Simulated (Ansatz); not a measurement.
Calculated with Ansatz (gas phase, PBE0-D4/def2-TZVP geometries, no zero-point term in ΔE). CBS: MP2 limit from def2 TZ/QZ plus the TZ coupled-cluster correction, frozen cores. Functionals use def2-TZVPP. One conformer a species, not always the lowest.

Reaction (redistribution): `O[Si](F)(F)O[SiH3]` + `N[SiH2][AlH2]` → `N[Si](O)(F)F` + `[AlH2][SiH2]O[SiH3]`

```csv
level,ΔE (kJ/mol)
ωB97M-V,1.3
PBE,0.6
SCS-MP2/def2-TZVPP,1.8
SCS-MP2/def2-QZVPP,2.2
```

**Question.** What does CCSD(T)/CBS give? (An estimate is asked.)

**Answer.** Ansatz gave: +2.3 kJ/mol. The listed levels differ from it by -1.0, -1.7, -0.5, -0.1 kJ/mol.

Largest T1 diagnostic among the species: 0.012.

CCSD(T)/CBS has its own doubt, a few kJ/mol and more with outer-core shells, so smaller differences from it don't rank the levels.
